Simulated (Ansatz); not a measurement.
Consider the ligand exchange at a Ge–Se bond: `C[Se][GeH2][Cl]` + CH₃SH → `C[S][GeH2][Cl]` + `C[SeH]`.

Calculated with Ansatz (gas phase, PBE0-D4/def2-TZVP geometries, no zero-point term in ΔE). CCSD(T)/CBS is the MP2 limit (def2-TZVPP, def2-QZVPP) plus CCSD(T) − MP2 in def2-TZVPP, frozen cores. This one scheme is used for every species. DFT in def2-TZVPP. HSE06 is defined as in plane-wave codes. For Ge, Se outer-core shells are correlated without core-valence functions, which leaves a few kJ/mol of doubt a bond. Scalar relativity is left out up to krypton. Each species was taken in one conformer, which may not be the lowest.

```
             level  ΔE (kJ/mol)  difference from CCSD(T)/CBS
            PBE-D4         11.1                         -1.1
         revPBE-D4         10.2                         -2.0
        r2SCAN0-D4         11.4                         -0.8
          HSE06-D4         11.8                         -0.4
           ωB97M-V         10.7                         -1.5
            revPBE         11.2                         -1.0
              BLYP         11.4                         -0.8
   CCSD/def2-TZVPP         11.6                         -0.6
CCSD(T)/def2-TZVPP         11.1                         -1.1
    MP2/def2-QZVPP         12.5                          0.3
       CCSD(T)/CBS         12.2                            0
```

Problem. What do rigid-rotor, harmonic-oscillator terms from PBE0-D4/def2-TZVP frequencies (298.15 K, 1 bar) make of the CCSD(T)/CBS value? (Best estimate.)

Solution. The calculation gave: ΔZPE = -1.1 kJ/mol, ΔH = +10.5 kJ/mol, ΔS = -2 J/(mol·K), ΔG = +11.0 kJ/mol. Modes under 50 cm⁻¹ make the entropy rough.

Largest T1 diagnostic among the species: 0.010.

At CCSD(T), def2-SVP lies −3.2 kJ/mol from the extrapolated value and def2-TZVPP −1.1 kJ/mol. Leaving LDA and LC-ωPBE aside and taking each functional with its dispersion term where it has one, the values, not all of them listed here, spread over 6.8 kJ/mol, from B97M-V to BHLYP-D4.

CCSD(T)/CBS has its own doubt, a few kJ/mol and more with outer-core shells, so smaller differences from it don't rank the levels.
